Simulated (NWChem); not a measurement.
# C4H6S; SMILES C=C=CSC

```xyz
11

C     -0.3199     2.5167     0.0005
C      0.3594     1.3978    -0.0005
C      1.0429     0.2816    -0.0015
S      0.3963    -1.3777     0.0005
C     -1.3985    -1.0614     0.0018
H     -0.6115     3.0120     0.9266
H     -0.6154     3.0112    -0.9249
H      2.1313     0.2926    -0.0039
H     -1.8856    -2.0397     0.0021
H     -1.6949    -0.5057     0.8952
H     -1.6961    -0.5060    -0.8914
```
Atoms are numbered in this order, from 1.

Structure relaxed at the B3LYP/6-31G* (spherical d) level.

### Question
Give the principal values of the shielding tensors (ppm) of C1, C2, C3, S4, C5 from PBE0/pcSseg-1, GIAO (NWChem), with their diamagnetic and paramagnetic parts as GIAO splits them.

### Answer
```
atom    σ11    σ22    σ33  isotropic  diamagnetic  paramagnetic
----  -----  -----  -----  ---------  -----------  ------------
C1      3.3  119.5  167.4       96.7        260.0        -163.2
C2    -50.6  -33.7  -17.7      -34.0        261.6        -295.6
C3      9.9   96.7  146.4       84.3        258.9        -174.5
S4    450.9  472.9  662.4      528.7       1055.1        -526.4
C5    158.0  158.7  183.1      166.6        251.9         -85.3
```
